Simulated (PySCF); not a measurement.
B(H)2(Me) (CH5B), SMILES BC.

Geometry: B3LYP-D3(BJ)/def2-TZVP.

These are M06-2X/def2-TZVPD (PySCF) values and carry that method's errors.

Gas-phase values at a fixed geometry.

### Question
Estimate the frontier levels, gap, dipole moment and polarisability. (Estimate from the structure and the level; the computed values follow.)

### Answer

```
Property                                                                                                       Result
---------------------------------------------------------------------------------------------  ----------------------
highest occupied level                                                                                      -10.34 eV
lowest empty level                                                                                           -0.33 eV
orbital gap                                                                                                  10.01 eV
dipole moment                                                                                                  0.60 D
quadrupole, principal values (traceless, Buckingham form, about the centre of nuclear charge)  -1.73, -0.57, 2.30 D·Å
mean static polarisability                                                                       29.0 bohr³ (4.29 Å³)
polarisability, principal values                                                               25.1, 28.8, 33.1 bohr³
```
